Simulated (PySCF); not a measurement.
```xyz
4
charge -1 multiplicity 1, angstrom
Pb    0.0000    0.2373    0.0000
F    -0.0007   -0.8123    1.8810
F     1.6293   -0.8125   -0.9397
F    -1.6285   -0.8125   -0.9410
```

Level of theory: PBE0/[Pb def2-SVPD with ECP60, F def2-SVPD], scalar-relativistic core potentials, density fitting, no spin–orbit coupling, PySCF.

This geometry of PbF₃⁻ is a stationary point at this level.

(1) What is the point group?

(2) Is it a minimum?

(3) List the harmonic modes with their infrared intensities.

(4) What are the dipole moment and the gap between the highest occupied and lowest empty levels?

(5) Give the ideal-gas entropy at 298.15 K and 1 bar by parts.

Results:

(1) C3v.

(2) Yes: all harmonic wavenumbers are real.

(3) 
```tsv
symmetry	ω (cm⁻¹)	IR (km/mol, summed over degenerate members)	type
e	132	9.6	bend
a1	145	19.4	bend
e	423	304	stretch
a1	453	97.5	stretch
```

(4) 6.05 D about the centre of mass and 7.10 eV.

(5) translation 178.4, rotation 103.1, vibration 46.6, spin 0.0; total 328.1 J/(mol K).

Other isomers or separated fragments may lie lower. The lowest empty level of this anion is unbound, so it and the gap depend on the basis. No spin–orbit coupling is included, which matters more the heavier the element.
